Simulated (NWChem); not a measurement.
# C₃H₅O, doublet; SMILES OC(=[CH])C

```xyz
9

C     -1.2042    -0.8445     0.0000
C     -0.1111    -0.0954     0.0000
C     -0.1209     1.3984     0.0000
O      1.1637    -0.5818     0.0000
H     -1.4998    -1.8911     0.0000
H     -1.1458     1.7882     0.0000
H      0.4114     1.7760     0.8875
H      0.4114     1.7760    -0.8875
H      1.1307    -1.5456     0.0000
```
Atoms are numbered in this order, from 1.

Program: NWChem. Pople sets run with spherical d functions. Spin-unrestricted. In the optimisation the excess spin sits in a' (Cs, its own frame). The geometry was optimised at PBE0/def2-SVP, spin-unrestricted. No stability test was run on the SCF state. Level B3LYP/6-31G*: single points from the atomic guess with DIIS by default; each run changes one setting, and all converged runs end within 0.3 mHa of each other. cgmin counts macro-iterations, each dearer than a DIIS step. NWChem's automatic level shift, which a small gap switches on, acted in some of these runs.

Which setting needs the most SCF iterations, or fails (quadratically convergent solver (cgmin); DIIS on 3 Fock matrices; occupation smearing of 0.005 Ha; defaults; core-Hamiltonian guess)?

core-Hamiltonian guess, with 19 against 12 for the defaults.
| setting | SCF iterations |
|---|---|
| defaults | 12 |
| DIIS on 3 Fock matrices | 12 |
| quadratically convergent solver (cgmin) | 6 |
| core-Hamiltonian guess | 19 |
| occupation smearing of 0.005 Ha | 12 |
